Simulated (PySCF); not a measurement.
**Zn³⁺ (zinc, charge +3): MN15 calculation**

Configuration: [Ar] 3d9, 2D determinant. Calculation: PySCF 2.14, in aug-cc-pVQZ-PP with ECP10MDF (7s7p6d4f3g2h, 135 functions); scalar relativity through the core potential.

```json
{
 "Total energy": "-225.0098 hartree",
 "One-electron energy": "-378.6350 hartree",
 "Hartree (Coulomb) energy": "173.9108 hartree",
 "Exchange-correlation energy": "-20.2856 hartree",
 "⟨S²⟩": "0.7514",
 "⟨L²⟩": "6.013",
 "Sum of ⟨r⟩": "12.96 bohr",
 "Sum of ⟨r²⟩": "12.13 bohr²",
 "Traceless quadrupole moment −½Σ⟨3z² − r²⟩ along its main axis": "-0.234 e·bohr²",
 "Time after the integrals": "about 13 core-seconds"
}
```

```tsv
shell	electrons	mean orbital energy (eV)	spread (eV)	rms radius, mean of both spins (bohr)
3s α	1	-170.00	0	0.749
3s β	1	-169.22	0	0.749
3p α	3	-125.76	2.233	0.788
3p β	3	-124.68	1.446	0.788
3d α	5	-56.712	2.812	0.899
3d β	4	-55.239	1.939	0.899
```

Energies and moments cover only the electrons outside the core potential.
